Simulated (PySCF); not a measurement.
Precursor series Ti OH-H. Gas-phase values, no solvent. One relaxed conformer stands for each flexible species; it need not be the lowest.

Calculation: TPSSh-D3(BJ)/def2-TZVP // r2SCAN-D4/def2-SVP (PySCF). All candidates: neutral, multiplicity 1. 

- LUMO: -3.57 eV
- HOMO–LUMO gap: 4.67 eV
- HOMO: -8.24 eV

**Question.** Say which member has these values.
(A) [Ti(OH)(H)3]
(B) [Ti(H)4]
(C) [Ti(OH)4]
(D) [Ti(OH)3(H)]

**Answer.** B, [Ti(H)4]. The others give [Ti(OH)4]: -1.65 eV, 6.37 eV, -8.02 eV; [Ti(OH)(H)3]: -2.88 eV, 4.85 eV, -7.74 eV; [Ti(OH)3(H)]: -1.80 eV, 5.55 eV, -7.35 eV
